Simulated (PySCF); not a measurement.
Te(NH2)(OSiH3) (H5NOSiTe), SMILES N[Te]O[SiH3].

The structure is a stationary point at B3LYP-D3(BJ)/def2-SVP. The def2 effective core potentials stand for the cores of Te; spin–orbit coupling is left out. Other conformers were not sampled.

Two levels are set side by side: TDDFT-PBE/def2-SVPD (PySCF) and TDDFT-M06-2X/def2-SVPD (PySCF). Vertical, same geometry. The lowest singlet is HOMO→LUMO 99 % with PBE and HOMO→LUMO 93 % with the other functional; states are paired by order. Differences are taken from unrounded values.

```csv
quantity,TDDFT-PBE
lowest singlet excitation (eV),2.98
lowest triplet excitation (TDA) (eV),2.31
```

Task: These are the TDDFT-PBE values. What does TDDFT-M06-2X give? (The exact figures need the calculation; the answer reports its results.)

Result: 
| quantity | TDDFT-M06-2X | TDDFT-PBE minus TDDFT-M06-2X |
|---|---|---|
| lowest singlet excitation (eV) | 3.24 | -0.26 |
| lowest triplet excitation (TDA) (eV) | 2.53 | -0.21 |

A lower first singlet is the usual sign of a functional without exact exchange. Differences between two approximate levels are no errors against the true value.

Rough cost on one machine, each run with all the roots and properties that it gave: TDDFT-M06-2X against TDDFT-PBE about 20 times.
